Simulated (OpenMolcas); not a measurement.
# Mo3+: moving or changing the point charges

Mo3+ among 2 point charges of -3 e arranged as a linear pair (D∞h), 2.04 Å from the ion.
```
   0.0000    0.0000    2.0400  -3.00
   0.0000    0.0000   -2.0400  -3.00
```

- Program: OpenMolcas 26.06
- Method: SS-CASPT2, IPEA 0.25 Eh, imaginary shift 0.1 Eh (closed shells correlated: 4s 4p)
- Basis: ANO-RCC-VDZP [6s5p3d1f]
- Scalar Hamiltonian: DKH2, point nucleus
- Active space: 3 electrons in 5 orbitals (4d)
- State averaging: 2S+1 = 4 even, 10 roots; 2S+1 = 2 even, 40 roots
- Spin-orbit coupling: RASSI with atomic mean-field integrals over the reference wave functions

Runs around this geometry, states (labels by Λ). Energies in cm-1 above the lowest state or level, χT in cm3 K/mol.

| R (Å) | q (e) | Ground state | First state of that spin | First gap with spin-orbit (degeneracies) | χT at 300 K | First state of another spin |
| --- | --- | --- | --- | --- | --- | --- |
| 2.04 | -1.5 | 4Π | 4Σ 2240 | 420 (2, 2) | 0.731 | 2Δ 9610 |
| 1.88 | -3 | 4Σ | 4Π 8290 | 120 (2, 2) | 1.665 | 2Δ 1380 |
| 2.04 | -3 | 4Σ | 4Π 3570 | 200 (2, 2) | 1.324 | 2Δ 2150 |
| 2.18 | -3 | 4Σ | 4Π 1510 | 360 (2, 2) | 0.785 | 2Δ 3750 |

Taking the first state of the same spin as R^-n, n = -ln(1510 / 8290) / ln(2.18 / 1.88) = 11.5 between the shortest and longest distance.

The ground state changes within this set.

Roots that are degenerate in the reference are averaged as groups; the widest CASPT2 spread within a group is 86 cm-1 (the 2-fold group of multiplicity 2 near 46900 cm-1 above the lowest state of its run, R = 2.04, q = -1.5). Shifts and gaps below about the spread of the groups concerned are not significant. Free-ion shares, where given, are those of the reference states; single-state CASPT2 does not remix them. This is an electrostatic model: the charges have no orbitals. No measured value stands beside these numbers.
